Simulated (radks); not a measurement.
Values are calculated unless marked as measured or tabulated.
Valence configurations of neutral calcium (all share [Ar]). Code: a radial shooting solver on a logarithmic mesh with Libxc functionals. Model: Dirac Kohn-Sham, PBEsol, spin-unpolarised, spherical densities, finite nucleus; open shells are shared between the two j in proportion to 2j + 1; Fermi nuclear charge, rms radius 3.4776 fm. Energies are relative to 4s2; eigenvalues in eV.

valence,E (eV),e(3d3/2),e(3d5/2),e(4p1/2),e(4p3/2),e(4s1/2)
4s2,0.000,-,-,-,-,-3.765
4s1.5 4p0.5,1.201,-,-,-1.688,-1.669,-4.102
3d1 4s1,2.278,-0.759,-0.748,-,-,-3.304
4s1 4p1,2.426,-,-,-1.946,-1.927,-4.406
3d2,4.895,-0.754,-0.746,-,-,-
4p2,4.946,-,-,-2.386,-2.365,-

NIST lists [Ar] 4s2 as the ground configuration; this level of theory agrees among the configurations tried. The energies are those of spherical spin-averaged densities, not of single terms.
